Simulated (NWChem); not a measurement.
System: BeHI; SMILES [I][BeH]

```xyz
3

Be     0.0000     0.0000    -1.9546
H      0.0000     0.0000    -3.2859
I      0.0000     0.0000     0.2130
```
Atoms are numbered in this order, from 1.

Results from NWChem. Structure relaxed at the PBE0-D3(BJ)/def2-TZVP level. def2 effective core potentials on I; no spin-orbit coupling. Level: PBE0/def2-SVPD; rows give the wavelength of the field.

For field 589 nm:

- isotropic polarisability (bohr³): 54.3
- anisotropy (bohr³): 18.6

Task: Estimate the same quantities for field static.

Result: The isotropic polarisability (bohr³) is 51.7 and the anisotropy (bohr³) is 17.1.
